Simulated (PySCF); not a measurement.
## `CC(C)[C@@H](C)C=O`, C$_{6}$H$_{12}$O

Molfile (atoms numbered from 1):
```
C6H12O
     RDKit          3D

 19 18  0  0  0  0  0  0  0  0999 V2000
    1.2169   -1.5414    0.2723 C   0  0  0  0  0  0  0  0  0  0  0  0
    0.7080   -0.1045    0.3483 C   0  0  0  0  0  0  0  0  0  0  0  0
    1.2651    0.7129   -0.8159 C   0  0  0  0  0  0  0  0  0  0  0  0
   -0.8427   -0.0865    0.3946 C   0  0  1  0  0  0  0  0  0  0  0  0
   -1.3926    1.2469    0.8923 C   0  0  0  0  0  0  0  0  0  0  0  0
   -1.3826   -0.4139   -0.9711 C   0  0  0  0  0  0  0  0  0  0  0  0
   -1.5320   -1.5193   -1.4123 O   0  0  0  0  0  0  0  0  0  0  0  0
    0.8104   -2.0431   -0.6026 H   0  0  0  0  0  0  0  0  0  0  0  0
    0.9221   -2.1025    1.1562 H   0  0  0  0  0  0  0  0  0  0  0  0
    2.3023   -1.5538    0.2047 H   0  0  0  0  0  0  0  0  0  0  0  0
    1.0602    0.3424    1.2855 H   0  0  0  0  0  0  0  0  0  0  0  0
    1.0031    0.2526   -1.7662 H   0  0  0  0  0  0  0  0  0  0  0  0
    0.8859    1.7317   -0.8041 H   0  0  0  0  0  0  0  0  0  0  0  0
    2.3500    0.7576   -0.7483 H   0  0  0  0  0  0  0  0  0  0  0  0
   -1.1498   -0.8844    1.0792 H   0  0  0  0  0  0  0  0  0  0  0  0
   -1.1295    2.0570    0.2164 H   0  0  0  0  0  0  0  0  0  0  0  0
   -2.4770    1.2043    0.9673 H   0  0  0  0  0  0  0  0  0  0  0  0
   -0.9916    1.4765    1.8768 H   0  0  0  0  0  0  0  0  0  0  0  0
   -1.6360    0.4768   -1.5805 H   0  0  0  0  0  0  0  0  0  0  0  0
  1  2  1  0
  2  3  1  0
  2  4  1  0
  4  5  1  0
  4  6  1  0
  6  7  2  0
  1  8  1  0
  1  9  1  0
  1 10  1  0
  2 11  1  0
  3 12  1  0
  3 13  1  0
  3 14  1  0
  4 15  1  1
  5 16  1  0
  5 17  1  0
  5 18  1  0
  6 19  1  0
M  END
```

Computed, not measured: GIAO PBE0/pcSseg-1 magnetisability, rotational g tensor and spin-rotation constants, non-relativistic, gas phase in PySCF. Geometry: GFN2-xTB.

Task: Give the nuclear spin-rotation constants along the inertial axes (H = +C I·J) beside the isotropic shieldings.

Result: Rotational constants 2.7459, 2.3848, 1.7467 GHz. A star marks the isotopologue with that one atom substituted, in its own axes.
```csv
atom,isotope,Caa (kHz),Cbb (kHz),Ccc (kHz),mean (kHz),σ (ppm)
H8,1H,-0.197,-0.068,-0.161,-0.142,30.3
H9,1H,-0.297,-0.272,0.042,-0.176,30.6
H10,1H,0.044,-0.261,-0.191,-0.136,30.9
H11,1H,-0.180,-0.091,-0.151,-0.141,30.1
H12,1H,-0.242,-0.099,-0.143,-0.161,31.2
H13,1H,-0.264,-0.026,-0.154,-0.148,30.3
H14,1H,0.063,-0.280,-0.193,-0.136,30.8
H15,1H,-0.292,-0.279,0.060,-0.171,29.9
H16,1H,-0.320,-0.192,0.008,-0.168,30.0
H17,1H,0.024,-0.238,-0.188,-0.134,30.4
H18,1H,-0.197,-0.143,-0.127,-0.156,30.7
H19,1H,-0.183,-0.076,0.095,-0.055,21.7
C1,13C*,0.433,0.351,0.254,0.346,163.0
C2,13C*,0.434,0.407,0.340,0.394,147.3
C3,13C*,0.420,0.337,0.219,0.325,169.7
C4,13C*,0.524,0.514,0.302,0.447,135.3
C5,13C*,0.377,0.309,0.258,0.315,170.4
C6,13C*,0.932,1.144,0.875,0.984,-28.5
O7,17O*,-0.870,-2.501,-0.988,-1.453,-393.7
```
For the geometry as given, no vibrational averaging.

Task: How do the rotational constants and the g tensor change when H8, H9, H10, H11, H12, H13, H14, H15, H16, H17, H18, H19 are replaced by deuterium?

Result: Constants 2.2394, 1.9391, 1.4768 GHz; g -0.0098, -0.0166, -0.0091, against -0.0113, -0.0205, -0.0106 before.
